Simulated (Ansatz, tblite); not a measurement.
Forces on the cluster Pb₃O₂ at its PBE-D4/def2-SVP geometry. The state is a singlet with charge 0.

In the def2 sets Pb takes a core potential; there is no spin–orbit coupling. The xTB rows come from tblite. The restricted singlet is unstable towards broken spin symmetry in Hartree–Fock (as tested in another run); at PBE-D4/def2-TZVP this wasn't settled. Another isomer (singlet) lies 0.59 eV lower at PBE0-D4/def2-TZVP; other spin states weren't run for this one.

GFN1-xTB (tblite), largest force 0.66 eV/Å:

```xyz
5
positions Å, forces eV/Å
Pb    0.704   -1.396   -1.182   -0.107    0.210    0.178
Pb    0.250    0.451    2.201   -0.088    0.008   -0.312
Pb   -1.368    1.771   -0.320    0.196   -0.223    0.130
O    -0.598    0.245   -1.605    0.323   -0.262    0.508
O     1.012   -1.070    0.907   -0.325    0.267   -0.503
```

GFN2-xTB (tblite), largest force 0.47 eV/Å:

```
Pb 0.054 -0.109 -0.092
Pb 0.043 0.096 0.432
Pb -0.268 0.351 -0.054
O 0.288 -0.334 0.173
O -0.117 -0.004 -0.459
```

PBE-D4/def2-TZVP (Ansatz), largest force 0.43 eV/Å:

```
Pb -0.156 0.309 0.261
Pb 0.096 -0.207 -0.204
Pb 0.122 -0.228 -0.164
O 0.091 -0.037 0.243
O -0.153 0.163 -0.137
```
